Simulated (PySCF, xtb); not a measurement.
CH3ClFNSi2, SMILES F[Si@]1([SiH2]C=N1)Cl.

Harmonic wavenumbers (cm⁻¹) from GFN2-xTB (xtb 6.7.1) at its own minimum, in rising order: 79, 107, 174, 186, 287, 344, 380, 459, 475, 533, 598, 698, 738, 761, 807, 824, 1217, 1592, 2249, 2253, 3006.

What does B3LYP-D3(BJ)/def2-SVP in PySCF 2.14.0 give at its own minimum? (Estimate from the structure and the level; the computed values follow.)

95, 126, 214, 239, 295, 391, 466, 479, 570, 588, 657, 748, 772, 896, 917, 946, 1289, 1580, 2208, 2223, 3030. Paired by order, the mean absolute difference is 54 cm⁻¹ and the zero-point energies are 25.4 and 26.8 kcal/mol.
